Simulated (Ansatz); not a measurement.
Species: C$_{5}$H$_{5}$Se, charge -1, multiplicity 1. It need not be the lowest isomer of its formula. Whether it binds its extra electron was not tested at this geometry. 
Coordinates optimised at B3LYP-D3(BJ)/def2-TZVP (Ansatz, an electronic-structure program):
```
C
C 1 1.3830
C 1 1.4439 2 120.01
C 3 1.3593 1 116.31 2 0.00
H 4 1.0811 3 127.10 1 -180.00
H 3 1.0896 4 121.66 5 0.00
C 1 1.5136 2 120.53 3 180.00
H 7 1.0910 1 109.32 2 0.00
H 7 1.0990 8 107.98 1 -122.54
H 7 1.0990 8 107.98 9 -114.91
Se 4 1.8924 5 125.02 3 -180.00
```
Charge -1, spin multiplicity 1.

Total electronic energies in hartree. Valence correlation only, unless marked. Spin-orbit coupling is left out. Frozen are the shells of the preceding noble gas and the d and f shells that filled before the atom's block. No relativistic terms. Basis-set limits of correlation are two-point, X^-3; Hartree-Fock from the larger set.

The Hartree-Fock reference is unstable (checked in the largest basis), which strains HF and MP2. 

```
level                                        program  energy (Eh)
------------------------------------  --------------  -----------
HF/cc-pVTZ                                    Ansatz  -2592.12233
RI-HF/aug-cc-pVTZ                             Ansatz  -2592.12901
r2SCAN-D3(BJ)/def2-TZVPD              Ansatz + dftd3  -2595.00430
r2SCAN-D4/def2-TZVPD                  Ansatz + dftd4  -2595.00431
PBE0-D3(BJ)/def2-TZVP                 Ansatz + dftd3  -2594.61183
PBE0/def2-TZVP                                Ansatz  -2594.60209
CAM-B3LYP-D3(BJ)/def2-TZVPD           Ansatz + dftd3  -2595.14127
LC-wPBE-D4/def2-TZVPD                 Ansatz + dftd4  -2594.66032
LC-wPBE/def2-TZVPD                            Ansatz  -2594.64610
PBE-QIDH/def2-TZVPD                           Ansatz  -2594.21125
RPA@PBE/cc-pVQZ                               Ansatz  -2593.76265
RI-MP2/cc-pVTZ                                Ansatz  -2593.10119
RI-MP2/CBS(aug-cc-pVTZ,aug-cc-pVQZ)           Ansatz   -2593.2394
SCS-MP2/6-31G*                                Ansatz  -2592.44095
SCS-MP2/aug-cc-pVDZ                           Ansatz  -2592.82690
SCS-MP2/aug-cc-pVQZ                           Ansatz  -2593.18701
SCS-MP2/cc-pVQZ                               Ansatz  -2593.17344
CCSD/6-31G                                    Ansatz  -2592.11246
CCSD/aug-cc-pVDZ                              Ansatz  -2592.88727
CCSD/aug-cc-pVQZ                              Ansatz  -2593.20953
CCSD(T)/aug-cc-pVTZ                           Ansatz  -2593.21178
CCSD(T)/cc-pVQZ                               Ansatz  -2593.26205
CCSD(T)/CBS(aug-cc-pVTZ,aug-cc-pVQZ)          Ansatz   -2593.3076
```

Totals of different functionals don't rank their quality; only differences between species are comparable.
